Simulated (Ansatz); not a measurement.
Correlation energies of CH5F2NSi (`N[SiH](F)CF`) by basis set

```xyz
10

N    -1.1894   -1.0377   -0.1666
Si   -0.4338    0.3112    0.5194
F    -1.1492    1.7116    0.2003
C     1.3057    0.3852   -0.2041
F     1.2612    0.0442   -1.5581
H    -2.0692   -1.3971    0.1625
H    -1.0137   -1.2792   -1.1288
H    -0.4305    0.2026    1.9964
H     1.9713   -0.3237    0.2997
H     1.7475    1.3830   -0.1205
```

The species carries charge 0 and has multiplicity 1. The structure was optimised at the PBE0-D4/def2-TZVP level. It is one conformer, not always the lowest. Frozen core, restricted reference, Ansatz 0.2.0. CBS rows extrapolate triple and quadruple zeta; past MP2 they add the triple-zeta difference.

```csv
basis,HF (Eh),MP2 corr.
def2-SVP,-582.79967,-0.77112
def2-TZVPP,-583.28125,-1.00234
def2-QZVPP,-583.30460,-1.08796
```

(1) Estimate the CCSD correlation energy and the (T) correction in each basis where they were run (hartree).

Results:

(1) 
```
     basis  CCSD corr.       (T)
  def2-SVP    -0.81049  -0.01639
def2-TZVPP    -1.03226  -0.03359
 CBS(def2)    -1.18130     as TZ
```
